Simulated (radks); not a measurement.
Results of a calculation; reference values are marked as such.
Coulomb parameter of the 4d shell of the technetium ion Tc2+ in the model configuration [Kr] 4d4 5s1, as a second difference U = [E(n + 1) + E(n - 1) - 2 E(n)] / (1)^2 with all orbitals relaxed. "Bare": the charge of the atom changes with n. "Screened": the 5s shell takes up the change at fixed total charge, which measures U(4d,4d) + U(5s,5s) - 2 U(4d,5s). Level of theory: Dirac Kohn-Sham, BLYP, spin-unpolarised, spherical densities, finite nucleus; open shells are shared between the two j in proportion to 2j + 1; Fermi nuclear charge, rms radius 4.4112 fm (a radial shooting solver on a logarithmic mesh with Libxc functionals).

\begin{tabular}{lrr}
case & configuration & E - E(n) (eV) \\ \hline
start & [Kr] 4d4 5s1 & 0.000 \\
bare +1 & [Kr] 4d5 5s1 & -19.598 \\
bare -1 & [Kr] 4d3 5s1 & 31.926 \\
screened +1 & [Kr] 4d5 & -4.628 \\
screened -1 & [Kr] 4d3 5s2 & 6.398 \\
\end{tabular}

U(bare) = 12.328 eV, U(screened by 5s) = 1.770 eV.
